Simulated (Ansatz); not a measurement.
`B[N](C)[GeH3]` → `[GeH3]`• + `B[N]C`•  (homolysis of the Ge–N bond)

Program: Ansatz. Geometries: PBE0-D4/def2-TZVP. ΔE: electronic, gas phase. CBS: MP2 limit from def2 TZ/QZ plus the TZ coupled-cluster correction, frozen cores. Open shells (•) are unrestricted, without spin–orbit coupling. For Ge outer-core shells are correlated without core-valence functions, which leaves a few kJ/mol of doubt a bond. Scalar relativity is left out up to krypton.

`B[N](C)[GeH3]`:

```xyz
12

B    -0.304   -1.624    0.150
N    -0.010   -0.266    0.130
C     0.573    0.427    1.266
Ge   -0.341    0.791   -1.365
H    -0.785   -2.138   -0.820
H    -0.070   -2.259    1.142
H     0.727   -0.275    2.087
H    -0.078    1.233    1.619
H     1.541    0.871    1.008
H    -1.297    1.923   -0.947
H    -0.951   -0.094   -2.452
H     0.996    1.410   -1.817
```

`[GeH3]`•:

Z-matrix (Å, degrees):
```
Ge
H 1 1.539
H 1 1.539 2 111.1
H 1 1.539 2 111.1 3 124.3
```

`B[N]C`•:

```xyz
8

B     0.308    0.452   -1.409
N    -0.064    0.237   -0.148
C    -0.269   -0.307    1.114
H     0.950   -0.401   -1.978
H     0.015    1.471   -1.977
H    -1.332   -0.453    1.334
H     0.183    0.301    1.906
H     0.208   -1.300    1.158
```

```json
{"level": "HF/def2-SVP", "ΔE (kJ/mol)": "268.9"}
{"level": "CCSD/CBS(def2)", "ΔE (kJ/mol)": "381.9"}
```

(1) What does CCSD(T)/CBS give? (An estimate is asked.)

Largest T1 diagnostic among the species: 0.024.

Results:

(1) The calculation gave: +390.8 kJ/mol. The listed levels differ from it by -121.9, -8.9 kJ/mol.

From r2SCAN to r2SCAN0 (25 % exact exchange), in def2-TZVPP and without D4, ΔE moves by +5.8 kJ/mol. Leaving LDA and LC-ωPBE aside and taking each functional with its dispersion term where it has one, the values, not all of them listed here, spread over 48.6 kJ/mol, from BLYP-D4 to PBE-QIDH. LDA lies +57.9 kJ/mol from PBE without D4, its usual overbinding. The D4 term adds +17.2 kJ/mol with B3LYP and +9.2 kJ/mol with PBE0; it sums over pairs of atoms, weighted by their polarisabilities, and B3LYP, whose exchange is more repulsive, gets the larger term.

B3LYP here is the variant with VWN-RPA as its local correlation; programs differ in this.
